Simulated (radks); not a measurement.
Task: All-electron calculation, scalar-relativistic Kohn-Sham, LDA (Slater exchange, Perdew-Wang correlation), spin-polarised, spherical densities, finite nucleus; open shells are filled with parallel spins first (spin-orbit coupling, left out, can overturn this in heavy ions); Fermi nuclear charge, rms radius of each element as measured or else 0.836 A^(1/3) + 0.57 fm. Program: a radial shooting solver on a logarithmic mesh with Libxc functionals. Response by self-consistent Sternheimer equations with the Hartree and adiabatic LDA kernel, the relativistic mass of each level held fixed and spin-orbit coupling left out. For heavy and open-shell atoms this level of theory can miss by tens of per cent. Rank Ta3+, Tc3+, P+, Te+, Dy, Cd3+, Pt (NIST ground configurations) by static dipole polarisability, largest first.

Result: Dy 146.1, Pt 37.72, Te+ 22.23, P+ 14.35, Ta3+ 7.435, Tc3+ 5.575, Cd3+ 3.840 bohr^3.
